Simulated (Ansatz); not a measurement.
Cost and result up the ladder for PbCl4 (5 atoms). The state is a singlet with charge 0. Geometry: PBE-D4/def2-SVP.

```xyz
5

Pb    0.0000    0.0000    0.0000
Cl    2.3008    0.7737   -0.3079
Cl   -0.7990    0.6771    2.2114
Cl   -0.0717   -2.4390   -0.1816
Cl   -1.4301    0.9882   -1.7219
```

Ansatz; hardware A = 2 threads of AMD EPYC 7R13 on a shared host; B = 2 threads of AMD EPYC 7R13 on a shared host and a share (18 GiB) of an NVIDIA H100 80GB HBM3. Times are rough, and most runs start from the orbitals of an earlier one. ωB97M-V/def2-TZVP serves as the yardstick here, not as an exact answer. Differences are given only for rows in sets of like size (and for xTB, whose basis is part of the method), since another set adds its own error. Binding counts from free atoms at the same level (Pb triplet, Cl doublet; other spins of the atoms weren't run), without zero-point energy or a counterpoise term.

In the def2 sets Pb takes a core potential; there is no spin–orbit coupling. LC-ωPBE has ω = 0.4 bohr⁻¹. HSE06 is defined as in plane-wave codes, on full-range PBE exchange. Correlated methods freeze 24 core orbitals; core or outer-core shells of Pb are correlated, in sets that lack core-valence functions.

Correlated methods converge slowly with the basis.

```
                             level  functions  wall time  binding energy per atom (eV)  difference from ωB97M-V/def2-TZVP (eV)
               PBE-D4/def2-SVP [A]         98      1.1 s                          2.42                                       –
         LDA (SPW92)/def2-TZVP [A]        198      1.4 s                          2.82                                    0.53
              PBE0-D4/def2-SVP [A]         98      1.8 s                          2.27                                       –
             CCSD(T)/def2-TZVP [B]        198      2.5 s                          2.15                                   -0.14
PBE-D4/def2-TZVP (with forces) [A]        198        3 s                          2.44                                    0.15
             LC-ωPBE/def2-TZVP [A]        198      3.7 s                          2.14                                   -0.15
             PBE0-D4/def2-TZVP [A]        198        4 s                          2.30                                    0.01
            HSE06-D4/def2-TZVP [A]        198      4.2 s                          2.31                                    0.02
             RPA@PBE/def2-TZVP [A]        198      5.5 s                          1.89                                   -0.40
           r2SCAN-D4/def2-TZVP [A]        198        6 s                          2.35                                    0.06
            PBE0-D4/def2-TZVPD [A]        240        7 s                          2.30                                    0.01
              B2PLYP/def2-TZVP [A]        198        7 s                          2.19                                   -0.10
             ωB97X-V/def2-TZVP [A]        198       10 s                          2.29                                    0.00
             ωB97M-V/def2-TZVP [A]        198       11 s                          2.29                                    0.00
```
